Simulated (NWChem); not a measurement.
**Ionisation of H$_{2}$ClSi**

```
Si
H 1 1.4962
H 1 1.4962 2 110.88
Cl 1 2.0682 2 109.03 3 120.05
```
Charge 0, spin multiplicity 2.

Program: NWChem. Structure: optimised with UPBE0/def2-SVP, a minimum by its harmonic frequencies.

Basis set: def2-TZVP. The species with one electron less has spin multiplicity 1 and keeps the geometry of the parent. Δ marks differences of total energies (open shells unrestricted). −ε marks an orbital energy of the parent. That orbital need not have the symmetry of the hole or added electron in the Δ rows. That singlet is a closed-shell solution.

B3LYP has NWChem's definition, with VWN1-RPA local correlation. The structure started from a generated list of species. The unpaired electrons of the parent sit in orbitals of symmetry a' (Cs labels of the run); other states weren't searched. No SCF solution was tested for a lower state. Open-shell Hartree-Fock references start from PBE0 orbitals.

Q: Order these methods by the first vertical ionisation energy they give, lowest first: −ε(alpha HOMO) of B3LYP, −ε(alpha HOMO) of PBE, −ε(alpha HOMO) of HF, ΔB3LYP.

A: −ε(alpha HOMO) of PBE (5.40 eV), −ε(alpha HOMO) of B3LYP (6.26 eV), ΔB3LYP (8.86 eV), −ε(alpha HOMO) of HF (9.52 eV)
